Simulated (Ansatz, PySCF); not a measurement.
Energy difference R1 + R2 → P1 + P2, each structure at its B3LYP-D3(BJ)/def2-TZVP stationary point, reached from a drawn start (curvature not checked).
P1, H2O (SMILES O) (charge 0, multiplicity 1, Z-matrix in Å and degrees):
```
O
H 1 0.9627
H 1 0.9627 2 105.24
```
R1: OH (SMILES [OH]), charge 0, multiplicity 2.
R2, C2H6O (SMILES COC) (charge 0, multiplicity 1):
```tsv
atom	x (Å)	y (Å)	z (Å)
C	1.1684	0.0559	-0.0835
O	-0.0359	0.2560	-0.7878
C	-1.1724	-0.0275	-0.0041
H	1.2719	-0.9863	0.2472
H	1.2303	0.7066	0.7993
H	1.9868	0.2968	-0.7603
H	-1.1789	-1.0737	0.3303
H	-2.0498	0.1529	-0.6234
H	-1.2205	0.6192	0.8824
```
P2: C2H5O (SMILES [CH2]OC), charge 0, multiplicity 2.

P less R. No zero-point or thermal terms; singlets are restricted closed shells; open shells are unrestricted; no spin–orbit coupling.

Codes used: Ansatz (an electronic-structure program) with Gaussian orbitals; PySCF for the D3/D4 terms. Each number belongs to the level named beside it.

Estimate the reaction energy that wB97X-V/def2-TZVPP returns for this input.

-85 kJ/mol

What is the computed reaction energy (r2SCAN-D4/def2-TZVPP)?

-95 kJ/mol

What reaction energy does PBE/def2-TZVPP give?

-106 kJ/mol
